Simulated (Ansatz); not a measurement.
`B[NH][AlH][SiH](F)Cl` + HCl → `F[SiH](Cl)Cl` + `B[NH][AlH2]` at 500 K and 1 bar (cleavage of the Si–Al bond).

Gas-phase electronic energies from Ansatz, PBE0-D4/def2-TZVP geometries. CCSD(T)/CBS is the MP2 limit (def2-TZVPP, def2-QZVPP) plus CCSD(T) − MP2 in def2-TZVPP, frozen cores. This one scheme is used for every species. Each species was taken in one conformer, which may not be the lowest.

```tsv
species	CCSD(T)/CBS energy (Eh)	H − E (kJ/mol)	S (J/(mol·K))
`B[NH][AlH][SiH](F)Cl`	-1173.34304	214.2	487.9
HCl	-460.38127	32.5	201.9
`F[SiH](Cl)Cl`	-1309.19911	71.9	352.5
`B[NH][AlH2]`	-324.56557	170.1	337.5
```

H − E and S are ideal-gas, rigid-rotor, harmonic terms from PBE0-D4/def2-TZVP, for one conformer and one mirror image of each species. 1 Eh = 2625.50 kJ/mol, R = 8.31446 J/(mol·K).

Question: By hand: ΔE, ΔH, ΔS and ΔG.

Answer: ΔE = (-1309.19911) + (-324.56557) − (-1173.34304) − (-460.38127) = -0.04037 Eh = -106.0 kJ/mol. Δ(H − E) = 71.9 + 170.1 − 214.2 − 32.5 = -4.7, so ΔH = -110.7 kJ/mol. ΔS = 352.5 + 337.5 − 487.9 − 201.9 = 0.2 J/(mol·K). ΔG = -110.7 − 500 × (0.2)/1000 = -110.8 kJ/mol.

Question: By hand: the equilibrium constant, and the temperature at which ΔG would vanish if ΔH and ΔS stayed fixed.

Answer: log₁₀ K = −ΔG/(RT ln 10) = 11.6. ΔH and −TΔS have one sign here, so there is no such temperature. One of them is within its doubt of zero, so this could turn.

The number of gas molecules stays the same, so ΔS is small and ΔH decides. A doubt of 5 kJ/mol in ΔE shifts log₁₀ K by 0.5 here. Other conformers and mirror images would add mixing entropy, several J/(mol·K) or more a flexible species. Modes under 60 cm⁻¹, often nearly free rotors, make the harmonic entropy too high. These are equilibria of isolated gas molecules and say nothing of rates. Largest T1 diagnostic: 0.012 (customary marks: 0.02 for closed shells, 0.045 for open ones).
